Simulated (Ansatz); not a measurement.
Ansatz (an electronic-structure program) input (CCSD(T)/STO-3G):

Ansatz 0.2 input:
```yaml
crystal:
  periodic: [false, false, false]
  atoms:
    - {symbol: C, position_ang: [1.63505756, -0.21015665, -0.04690704]}
    - {symbol: C, position_ang: [1.27372635, 0.89967921, -0.74482816]}
    - {symbol: C, position_ang: [-0.15620186, 0.95564228, -0.61866444]}
    - {symbol: C, position_ang: [-0.58129060, -0.10841175, 0.13864972]}
    - {symbol: N, position_ang: [0.55203679, -0.82850438, 0.48873924]}
    - {symbol: C, position_ang: [-1.94188618, -0.52697741, 0.57295491]}
    - {symbol: H, position_ang: [1.91174909, 1.58469232, -1.27401518]}
    - {symbol: H, position_ang: [-0.79584568, 1.71033815, -1.04822920]}
    - {symbol: H, position_ang: [0.56602719, -1.66479431, 1.04416204]}
    - {symbol: H, position_ang: [-2.20561496, -1.52073483, 0.19895510]}
    - {symbol: H, position_ang: [-2.67868220, 0.17723033, 0.18812279]}
    - {symbol: H, position_ang: [-2.03832255, -0.54585500, 1.66259990]}
basis:
  gaussian:
    orbitals: STO-3G
magnetization: {spin_polarized: true, initial_magnetization: 1}
correlation: {method: ccsd_t, electrons: outside_noble_gas}
```

Output:

```
Functional definition: HF
integrals: 0.01 GiB planned
507 factors; integrals over basis functions are off by at most 5.4e-5 eV
mean field: 0.11 GiB planned
mean field evaluation 1: about -6638.9822 eV, gradient 1.7e1 eV
mean field evaluation 2: about -6639.2769 eV, gradient 1.7e1 eV
mean field evaluation 4: about -6641.8624 eV, gradient 2.7e0 eV
mean field evaluation 8: about -6642.4324 eV, gradient 3.7e-1 eV
mean field evaluation 16: about -6642.4376 eV, gradient 1.8e-2 eV
mean field evaluation 32: about -6643.2443 eV, gradient 1.3e0 eV
mean field evaluation 64: about -6642.4302 eV, gradient 1.6e-4 eV
mean field evaluation 96: about -6640.2815 eV, gradient 1.1e1 eV
mean field evaluation 128: about -6641.3284 eV, gradient 1.2e0 eV
mean field evaluation 160: about -6641.3096 eV, gradient 2.5e0 eV
mean field evaluation 192: about -6639.1124 eV, gradient 2.0e0 eV
mean field evaluation 224: about -6643.2439 eV, gradient 1.9e0 eV
mean field evaluation 256: about -6627.7004 eV, gradient 5.9e0 eV
mean field -6643.96766489 eV, -244.1613082416 hartree, gradient 1.2e-6 eV, S^2 1.250766; 6 other end points of the search recorded, 0 dependent functions left out
determinant -6643.96766489 eV, -244.1613082416 hartree, with singles and doubles -6654.21081289 eV, -244.5377369876 hartree
determinant -6642.43015918 eV, -244.1048059490 hartree, with singles and doubles -6652.09424558 eV, -244.4599545738 hartree
6 core orbitals not correlated
reference -6643.96766489 eV, -244.1613082416 hartree; 16, 15 occupied and 14, 15 virtual orbitals, 507 factors
second order -7.65121617 eV of doubles, -0.00000000 eV of singles
coupled cluster: 0.09 GiB planned
cycle   1  -10.24406851 eV  change   -9.2e-4 eV  update   3.8e-3
cycle   2  -10.24647003 eV  change   -2.4e-3 eV  update   2.9e-3
cycle   3  -10.24790814 eV  change   -1.4e-3 eV  update   1.4e-3
cycle   4  -10.24952869 eV  change   -1.6e-3 eV  update   7.1e-4
cycle   5  -10.25160029 eV  change   -2.1e-3 eV  update   2.9e-4
cycle   6  -10.25265051 eV  change   -1.1e-3 eV  update   1.3e-4
cycle   7  -10.25265041 eV  change    1.1e-7 eV  update   4.6e-5
cycle   8  -10.25256510 eV  change    8.5e-5 eV  update   2.0e-5
cycle   9  -10.25252717 eV  change    3.8e-5 eV  update   1.1e-5
coupled cluster: 0.09 GiB planned
perturbative correction -0.23521314 eV, -0.0086439236 hartree
Total energy: -6654.45540520 eV, -244.5467255893 hartree
```

It need not be the lowest isomer of its formula.

The determinant is spin-contaminated: <S^2> is 1.25 against 0.75 for a pure state.
